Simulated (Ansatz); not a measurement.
Ansatz (a quantum-chemistry and plane-wave program) input for C2H4ClNOSi, SMILES O[Si@@]1(Cl)C=NC1, B3LYP-D3(BJ)/def2-SVP. 

Ansatz 0.2 input:
```yaml
crystal:
  periodic: [false, false, false]
  atoms:
    - {symbol: O, position_ang: [1.48450131, 0.41418045, -1.16378351]}
    - {symbol: Si, position_ang: [0.25865381, 0.05418595, -0.17088846]}
    - {symbol: Cl, position_ang: [0.87575418, -1.21633602, 1.27755090]}
    - {symbol: C, position_ang: [-0.90965273, 1.51332959, 0.23173060]}
    - {symbol: N, position_ang: [-1.93834119, 1.07694161, -0.37507349]}
    - {symbol: C, position_ang: [-1.50026254, -0.19814439, -0.94643924]}
    - {symbol: H, position_ang: [2.28194556, -0.10728819, -1.23465384]}
    - {symbol: H, position_ang: [-0.92264187, 2.45773935, 0.75487445]}
    - {symbol: H, position_ang: [-2.13439858, -1.00937459, -0.59015992]}
    - {symbol: H, position_ang: [-1.58200987, -0.16511369, -2.03195307]}
basis:
  gaussian:
    orbitals: def2-SVP
hamiltonian:
  xc: b3lyp
  dispersion: d3bj
relax: {f_tol: 0.002, max_steps: 200}
```

Output:

```
WARN ansatz: RAYON_NUM_THREADS=1 ignored (pool sized by the plan → 1); use --threads N
Functional definition: B3LYP
integrals: 0.07 GiB planned
1191 factors; integrals over basis functions are off by at most 3.7e-4 eV
mean field: 0.54 GiB planned
mean field evaluation 1: about -26057.9639 eV, gradient 6.7e1 eV
mean field evaluation 2: about -26042.5007 eV, gradient 1.1e2 eV
mean field evaluation 4: about -26067.4382 eV, gradient 8.0e0 eV
mean field evaluation 8: about -26067.5920 eV, gradient 7.5e-1 eV
mean field evaluation 16: about -26067.5934 eV, gradient 6.8e-5 eV
mean field -26067.59336195 eV, -957.9663868021 hartree, gradient 6.8e-5 eV, S^2 0.000000; 0 other end points of the search recorded, 0 dependent functions left out
the calculation of the forces begins
reference -26067.59360137 eV, -957.9663956009 hartree; 31, 31 occupied and 81, 81 virtual orbitals, 1191 factors
relax step   1: F+E_penalty+E_count = -26068.07144159 eV  Δ(F+E_penalty+E_count) = +0.000e0 eV  max|allowed force component| = 2.183e0 eV/Å  Δτ_max = 0.0000 Å  (29 SCF iters, accepted)
these checks for a lower state are left out or cut short: starts, cluster_reference, orbital_swaps, neighbouring_geometries, increment
integrals: 0.07 GiB planned
1191 factors; integrals over basis functions are off by at most 4.0e-4 eV
mean field: 0.54 GiB planned
[...]
integrals: 0.07 GiB planned
1191 factors; integrals over basis functions are off by at most 4.0e-4 eV
mean field: 0.54 GiB planned
mean field evaluation 96: about -26067.7594 eV, gradient 5.8e-1 eV
mean field -26067.76037900 eV, -957.9725245656 hartree, gradient 2.1e-5 eV, S^2 0.000000; 0 other end points of the search recorded, 0 dependent functions left out
the calculation of the forces begins
reference -26067.76062279 eV, -957.9725335247 hartree; 31, 31 occupied and 81, 81 virtual orbitals, 1191 factors
relax step  13: F+E_penalty+E_count = -26068.23704765 eV  Δ(F+E_penalty+E_count) = +5.175e-5 eV  max|allowed force component| = 6.558e-2 eV/Å  Δτ_max = 0.0089 Å  (26 SCF iters, rejected (line search))
these checks for a lower state are left out or cut short: starts, cluster_reference, orbital_swaps, neighbouring_geometries, increment
integrals: 0.07 GiB planned
1191 factors; integrals over basis functions are off by at most 4.0e-4 eV
mean field: 0.54 GiB planned
mean field -26067.76071308 eV, -957.9725368428 hartree, gradient 1.1e-5 eV, S^2 0.000000; 0 other end points of the search recorded, 0 dependent functions left out
the calculation of the forces begins
reference -26067.76095690 eV, -957.9725458031 hartree; 31, 31 occupied and 81, 81 virtual orbitals, 1191 factors
relax step  14: F+E_penalty+E_count = -26068.23727483 eV  Δ(F+E_penalty+E_count) = -1.754e-4 eV  max|allowed force component| = 2.654e-2 eV/Å  Δτ_max = 0.0043 Å  (26 SCF iters, accepted)
these checks for a lower state are left out or cut short: starts, cluster_reference, orbital_swaps, neighbouring_geometries, increment
integrals: 0.07 GiB planned
1191 factors; integrals over basis functions are off by at most 4.0e-4 eV
mean field: 0.54 GiB planned
mean field -26067.76080533 eV, -957.9725402332 hartree, gradient 2.1e-5 eV, S^2 0.000000; 0 other end points of the search recorded, 0 dependent functions left out
the calculation of the forces begins
reference -26067.76104897 eV, -957.9725491866 hartree; 31, 31 occupied and 81, 81 virtual orbitals, 1191 factors
relax step  15: F+E_penalty+E_count = -26068.23732861 eV  Δ(F+E_penalty+E_count) = -5.378e-5 eV  max|allowed force component| = 1.193e-1 eV/Å  Δτ_max = 0.0328 Å  (32 SCF iters, accepted)
these checks for a lower state are left out or cut short: starts, cluster_reference, orbital_swaps, neighbouring_geometries, increment
integrals: 0.07 GiB planned
1191 factors; integrals over basis functions are off by at most 4.0e-4 eV
mean field: 0.54 GiB planned
mean field -26067.76128465 eV, -957.9725578478 hartree, gradient 2.0e-5 eV, S^2 0.000000; 0 other end points of the search recorded, 0 dependent functions left out
the calculation of the forces begins
reference -26067.76152819 eV, -957.9725667977 hartree; 31, 31 occupied and 81, 81 virtual orbitals, 1191 factors
relax step  16: F+E_penalty+E_count = -26068.23774292 eV  Δ(F+E_penalty+E_count) = -4.143e-4 eV  max|allowed force component| = 1.441e-1 eV/Å  Δτ_max = 0.0348 Å  (31 SCF iters, accepted)
these checks for a lower state are left out or cut short: starts, cluster_reference, orbital_swaps, neighbouring_geometries, increment
integrals: 0.07 GiB planned
1191 factors; integrals over basis functions are off by at most 4.0e-4 eV
mean field: 0.54 GiB planned
mean field -26067.76155748 eV, -957.9725678741 hartree, gradient 8.9e-6 eV, S^2 0.000000; 0 other end points of the search recorded, 0 dependent functions left out
the calculation of the forces begins
reference -26067.76180097 eV, -957.9725768219 hartree; 31, 31 occupied and 81, 81 virtual orbitals, 1191 factors
relax step  17: F+E_penalty+E_count = -26068.23792158 eV  Δ(F+E_penalty+E_count) = -1.787e-4 eV  max|allowed force component| = 9.096e-2 eV/Å  Δτ_max = 0.0067 Å  (26 SCF iters, accepted)
these checks for a lower state are left out or cut short: starts, cluster_reference, orbital_swaps, neighbouring_geometries, increment
integrals: 0.07 GiB planned
1191 factors; integrals over basis functions are off by at most 4.0e-4 eV
mean field: 0.54 GiB planned
mean field evaluation 128: about -26067.7373 eV, gradient 1.3e-2 eV
mean field -26067.76161124 eV, -957.9725698497 hartree, gradient 2.0e-5 eV, S^2 0.000000; 0 other end points of the search recorded, 0 dependent functions left out
the calculation of the forces begins
reference -26067.76185489 eV, -957.9725788036 hartree; 31, 31 occupied and 81, 81 virtual orbitals, 1191 factors
relax step  18: F+E_penalty+E_count = -26068.23796131 eV  Δ(F+E_penalty+E_count) = -3.973e-5 eV  max|allowed force component| = 3.334e-2 eV/Å  Δτ_max = 0.0282 Å  (32 SCF iters, accepted)
these checks for a lower state are left out or cut short: starts, cluster_reference, orbital_swaps, neighbouring_geometries, increment
integrals: 0.07 GiB planned
1191 factors; integrals over basis functions are off by at most 4.0e-4 eV
mean field: 0.54 GiB planned
mean field -26067.76194495 eV, -957.9725821132 hartree, gradient 2.0e-5 eV, S^2 0.000000; 0 other end points of the search recorded, 0 dependent functions left out
the calculation of the forces begins
reference -26067.76218845 eV, -957.9725910618 hartree; 31, 31 occupied and 81, 81 virtual orbitals, 1191 factors
relax step  19: F+E_penalty+E_count = -26068.23827572 eV  Δ(F+E_penalty+E_count) = -3.144e-4 eV  max|allowed force component| = 6.698e-2 eV/Å  Δτ_max = 0.0222 Å  (31 SCF iters, accepted)
these checks for a lower state are left out or cut short: starts, cluster_reference, orbital_swaps, neighbouring_geometries, increment
integrals: 0.07 GiB planned
1191 factors; integrals over basis functions are off by at most 4.0e-4 eV
mean field: 0.54 GiB planned
mean field -26067.76201148 eV, -957.9725845581 hartree, gradient 2.0e-5 eV, S^2 0.000000; 0 other end points of the search recorded, 0 dependent functions left out
the calculation of the forces begins
reference -26067.76225480 eV, -957.9725935002 hartree; 31, 31 occupied and 81, 81 virtual orbitals, 1191 factors
relax step  20: F+E_penalty+E_count = -26068.23837555 eV  Δ(F+E_penalty+E_count) = -9.984e-5 eV  max|allowed force component| = 1.557e-2 eV/Å  Δτ_max = 0.0194 Å  (31 SCF iters, accepted)
these checks for a lower state are left out or cut short: starts, cluster_reference, orbital_swaps, neighbouring_geometries, increment
integrals: 0.07 GiB planned
1191 factors; integrals over basis functions are off by at most 4.0e-4 eV
mean field: 0.54 GiB planned
mean field -26067.76204522 eV, -957.9725857982 hartree, gradient 1.5e-5 eV, S^2 0.000000; 0 other end points of the search recorded, 0 dependent functions left out
the calculation of the forces begins
reference -26067.76228846 eV, -957.9725947368 hartree; 31, 31 occupied and 81, 81 virtual orbitals, 1191 factors
relax step  21: F+E_penalty+E_count = -26068.23840491 eV  Δ(F+E_penalty+E_count) = -2.936e-5 eV  max|allowed force component| = 2.027e-2 eV/Å  Δτ_max = 0.0069 Å  (26 SCF iters, accepted)
these checks for a lower state are left out or cut short: starts, cluster_reference, orbital_swaps, neighbouring_geometries, increment
integrals: 0.07 GiB planned
1191 factors; integrals over basis functions are off by at most 4.0e-4 eV
mean field: 0.54 GiB planned
mean field -26067.76205796 eV, -957.9725862662 hartree, gradient 1.9e-5 eV, S^2 0.000000; 0 other end points of the search recorded, 0 dependent functions left out
the calculation of the forces begins
reference -26067.76230119 eV, -957.9725952047 hartree; 31, 31 occupied and 81, 81 virtual orbitals, 1191 factors
relax step  22: F+E_penalty+E_count = -26068.23843188 eV  Δ(F+E_penalty+E_count) = -2.697e-5 eV  max|allowed force component| = 1.240e-2 eV/Å  Δτ_max = 0.0034 Å  (24 SCF iters, accepted)
these checks for a lower state are left out or cut short: starts, cluster_reference, orbital_swaps, neighbouring_geometries, increment
integrals: 0.07 GiB planned
1191 factors; integrals over basis functions are off by at most 4.0e-4 eV
mean field: 0.54 GiB planned
mean field evaluation 160: about -26067.7386 eV, gradient 1.5e-1 eV
mean field -26067.76204513 eV, -957.9725857950 hartree, gradient 4.6e-5 eV, S^2 0.000000; 0 other end points of the search recorded, 0 dependent functions left out
the calculation of the forces begins
reference -26067.76228837 eV, -957.9725947336 hartree; 31, 31 occupied and 81, 81 virtual orbitals, 1191 factors
relax step  23: F+E_penalty+E_count = -26068.23843986 eV  Δ(F+E_penalty+E_count) = -7.976e-6 eV  max|allowed force component| = 3.438e-3 eV/Å  Δτ_max = 0.0013 Å  (22 SCF iters, accepted)
these checks for a lower state are left out or cut short: starts, cluster_reference, orbital_swaps, neighbouring_geometries, increment
integrals: 0.07 GiB planned
1191 factors; integrals over basis functions are off by at most 4.0e-4 eV
mean field: 0.54 GiB planned
mean field -26067.76204458 eV, -957.9725857745 hartree, gradient 2.8e-5 eV, S^2 0.000000; 0 other end points of the search recorded, 0 dependent functions left out
the calculation of the forces begins
reference -26067.76228781 eV, -957.9725947130 hartree; 31, 31 occupied and 81, 81 virtual orbitals, 1191 factors
relax step  24: F+E_penalty+E_count = -26068.23844116 eV  Δ(F+E_penalty+E_count) = -1.295e-6 eV  max|allowed force component| = 8.460e-4 eV/Å  Δτ_max = 0.0009 Å  (22 SCF iters, accepted)
integrals: 0.07 GiB planned
1191 factors; integrals over basis functions are off by at most 4.0e-4 eV
mean field: 0.54 GiB planned
mean field -26067.76204458 eV, -957.9725857745 hartree, gradient 2.8e-5 eV, S^2 0.000000; 1 other end points of the search recorded, 0 dependent functions left out
the calculation of the forces begins
reference -26067.76228781 eV, -957.9725947130 hartree; 31, 31 occupied and 81, 81 virtual orbitals, 1191 factors
Total energy: -26068.23868438 eV, -957.9901019642 hartree
Atom 0 at     1.456996     0.246840    -1.331361 Å, force     0.000833    -0.000083    -0.000297 eV/Å
Atom 1 at     0.208113     0.062321    -0.262073 Å, force    -0.000846     0.000308    -0.000364 eV/Å
Atom 2 at     0.853815    -1.179532     1.287162 Å, force    -0.000359     0.000145     0.000108 eV/Å
Atom 3 at    -0.861512     1.523162     0.250880 Å, force     0.000493    -0.000117     0.000494 eV/Å
Atom 4 at    -1.922779     1.073401    -0.323031 Å, force     0.000012     0.000273    -0.000462 eV/Å
Atom 5 at    -1.526354    -0.214789    -0.973319 Å, force     0.000336     0.000048    -0.000118 eV/Å
Atom 6 at     2.354719     0.052312    -1.035560 Å, force    -0.000461     0.000141     0.000082 eV/Å
Atom 7 at    -0.866443     2.469137     0.809094 Å, force    -0.000005    -0.000375     0.000049 eV/Å
Atom 8 at    -2.135575    -1.054435    -0.603572 Å, force     0.000364    -0.000237     0.000161 eV/Å
Atom 9 at    -1.647431    -0.158296    -2.067016 Å, force    -0.000367    -0.000103     0.000347 eV/Å
Dipole moment:     0.390604    -0.053819    -0.039557 e Å
```

Self-consistency was reached.
